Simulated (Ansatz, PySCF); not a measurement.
Sites of deprotonation of O[SiH](O)O:

A. O[SiH](O)O -> [O-][SiH](O)O + H+
B. O[SiH](O)O → O[Si-](O)O + H+

Quantity: gas-phase deprotonation energy (enthalpy at 298 K, with B3LYP-D3(BJ) rigid-rotor harmonic-oscillator terms), kcal/mol. Each molecule is optimised on its own at B3LYP-D3(BJ)/def2-TZVP (Ansatz, a first-principles code), one conformer each, not searched for the lowest. Frequencies are from Ansatz or PySCF. Cores are frozen in the correlated levels unless marked. Spin-orbit coupling is left out. Non-relativistic. Basis-set limits of correlation are two-point, X^-3; Hartree-Fock from the larger set. Anions need diffuse functions, which plain sets lack and def2-D sets hold few of.

|  | HF/aug-cc-pV(Q+d)Z (Ansatz) | B2GP-PLYP-D3(BJ)/def2-TZVPD (Ansatz + dftd3) | CCSD/aug-cc-pV(T+d)Z (Ansatz) | CCSD(T)/CBS(aug-cc-pV(T+d)Z,aug-cc-pV(Q+d)Z) (Ansatz) |
|---|---|---|---|---|
| A | 363.7 | 351.0 | 355.1 | [?] |
| B | 395.7 | 380.4 | 383.0 | [?] |

### Question
Fill in the missing entries.

### Answer

- A, CCSD(T)/CBS(aug-cc-pV(T+d)Z,aug-cc-pV(Q+d)Z) (Ansatz): 352.5
- B, CCSD(T)/CBS(aug-cc-pV(T+d)Z,aug-cc-pV(Q+d)Z) (Ansatz): 381.5
